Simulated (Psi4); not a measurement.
C5H11Si (SMILES [CH]=C[Si](C)(C)C), doublet, geometry from GFN2-xTB, with bond 7-1 at 1.3 times its length; CAM-B3LYP/def2-SV(P) (Psi4).

Psi4 was given this input:
```
memory 2 GB

molecule {
0 2
C     0.14448645    2.33517149   -1.12412862
C     0.65102697    1.50523725   -0.28117228
Si   -0.00433906   -0.27160853    0.14065850
C    -0.40943509   -0.31259644    2.00530085
C    -1.55808201   -0.65114497   -0.89294607
C     1.38929570   -1.51328348   -0.25771238
H    -0.94691019    2.31973331   -1.98342202
H     1.53767091    1.76376229    0.28640111
H    -0.77728748   -1.28958076    2.30547255
H    -1.17047554    0.41857297    2.26060601
H     0.46872598   -0.09488517    2.60575706
H    -2.34937526    0.06347837   -0.68864491
H    -1.34202296   -0.60894847   -1.95601165
H    -1.94597047   -1.64215993   -0.67545202
H     2.28238812   -1.30553916    0.32395847
H     1.08309078   -2.53141865   -0.03510036
H     1.66530009   -1.47436124   -1.30713062
}

set {
  basis def2-sv(p)
  reference uks
  cholesky_tolerance 1e-3
  scf_type cd
}

energy('cam-b3lyp')
print_variables()
```

Question: Write the output that Psi4 gives for this input, abridged.

Answer: 
```
   => Loading Basis Set <=

    Name: DEF2-SV(P)
    Role: ORBITAL
    Keyword: BASIS

Traceback (most recent call last):
  File "psi4", line 375, in <module>
  File "<string>", line 40, in <module>
  File "site-packages/psi4/driver/driver.py", line 533, in energy
  File "site-packages/psi4/driver/procrouting/proc.py", line 2760, in run_scf
  File "site-packages/psi4/driver/procrouting/proc.py", line 1939, in scf_helper
  File "site-packages/psi4/driver/procrouting/proc.py", line 1433, in scf_wavefunction_factory
  File "site-packages/psi4/driver/procrouting/proc.py", line 1397, in build_functional_and_disp
  File "site-packages/psi4/driver/procrouting/dft/superfunctionals.py", line 135, in build_superfunctional

psi4.driver.p4util.exceptions.ValidationError: SCF: SCF_TYPE (CD) not supported for range-separated functionals, plese use SCF_TYPE = 'DF' to automatically select the correct JK build.

Printing out the relevant lines from the Psithon --> Python processed input file:
    core.IO.set_default_namespace("")
    core.set_global_option("BASIS", "def2-sv(p)")
    core.set_global_option("REFERENCE", "uks")
    core.set_global_option("CHOLESKY_TOLERANCE", 1e-3)
    core.set_global_option("SCF_TYPE", "cd")
--> energy('cam-b3lyp')
    print_variables()

!----------------------------------------------------------------------------------!
!                                                                                  !
!  SCF: SCF_TYPE (CD) not supported for range-separated functionals, plese use     !
!     SCF_TYPE = 'DF' to automatically select the correct JK build.                !
!                                                                                  !
!----------------------------------------------------------------------------------!
```

The program refused the input.
